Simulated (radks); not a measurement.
Initial-state core-level shifts of the rhodium ion Rh3+ when its valence configuration changes from [Kr] 4d6. Calculated with a radial shooting solver on a logarithmic mesh with Libxc functionals: scalar-relativistic Kohn-Sham, PBE, spin-unpolarised, spherical densities, point nucleus. Shifts are changes of the shell-averaged eigenvalues in eV (positive: less bound).

| valence | 1s | 2s | 4s | 4p |
|---|---|---|---|---|
| 4d4 5p2 | -14.105 | -14.902 | -12.565 | -11.982 |
| 4d5.5 5s0.5 | -2.813 | -2.997 | -2.516 | -2.389 |
| 4d5 5s1 | -5.717 | -6.098 | -5.074 | -4.815 |
| 4d5 5p1 | -6.910 | -7.279 | -6.251 | -5.974 |
| 4d4 5s2 | -11.783 | -12.591 | -10.290 | -9.747 |
| 4d4.5 5s1.5 | -8.709 | -9.298 | -7.668 | -7.269 |
| 4d4 5s1 5p1 | -12.954 | -13.756 | -11.437 | -10.875 |
| 4d3.5 5s0.5 5p2 | -17.234 | -18.269 | -15.179 | -14.445 |
